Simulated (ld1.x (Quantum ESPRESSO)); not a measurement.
# Before and after: RRKJ potential for bismuth

| Item | Value |
| --- | --- |
| Element | Bi (Z = 83) |
| Generator | ld1.x (Quantum ESPRESSO) 7.5 |
| Type | norm-conserving RRKJ (Kleinman–Bylander form) |
| Functional | PBE |
| Relativity | scalar-relativistic |
| Frozen core | [Xe] 4f14 |
| Valence charge | 15 |
| Reference configuration | 5d10 6s2 6p3 |
| Partial waves | 6s (bound): rc 1.75 bohr; 6p (bound): rc 2.10 bohr; 5d (bound): rc 1.10 bohr |
| Local potential | all-electron potential smoothed inside 1.15 bohr (lloc = -1) |
| Core correction | none |
| rho0 | 0.02 |

Change: reference 5d10 6s2 6p2.75.

Cutoffs: the cutoffs (Ry, on a coarse ladder) from which the occupation-weighted sum of valence levels, in a spherical-Bessel basis at the reference potential, stays within 10 and 1 mRy of its value at 400 Ry; they do not see the model core or the augmentation charge, which bear on the density cutoff. Errors are all-electron minus pseudo energies relative to the spin-unpolarised reference configuration.

Question: What does the change do?

Answer: The potential gets neither clearly harder nor softer (140 Ry and 230 Ry → 140 Ry and 230 Ry); both files keep a bound ghost (p, s); the number of tests that count goes from 6 to 4.

| quantity | base | changed |
| --- | --- | --- |
| cutoff, loose | 140 Ry | 140 Ry |
| cutoff, tight | 230 Ry | 230 Ry |
| bound ghosts | s, p | s, p |
| tests counted (converged, no solver errors) | 6 of 7 | 4 of 7 |
| s: phases at 2.31 bohr within 0.05 rad from the reference energy up to (Ry; the scan ends near 5) | 0.9 | 0.8 |
| p: phases at 2.31 bohr within 0.05 rad from the reference energy up to (Ry; the scan ends near 5) | 2.5 | 2.4 |
| d: phases at 2.31 bohr within 0.05 rad from the reference energy up to (Ry; the scan ends near 5) | to the end of the scan | to the end of the scan |

Base: Tests not counted: 5d10 6s2 6p1 (solver errors, printed error -4.2 eV). Changed file: Tests not counted: 5d10 6s2 6p1 (solver errors, printed error -3.9 eV); 5d9 6s2 6p4 (solver errors, printed error -1854 eV); 5d9 6s2 6p3 (solver errors, printed error -1884 eV). These tests converged, but a pseudo level misses the all-electron one widely, so the file describes the atom poorly there or has found another state: 5d10 6s1 6p0: empty 6p by 5.2 eV. A true bound ghost makes a file unfit for plane-wave use even where its test errors are small: the radial tests pick states by their node count and pass the ghost by. Where a test does run into it, the solver fails or the error is huge.
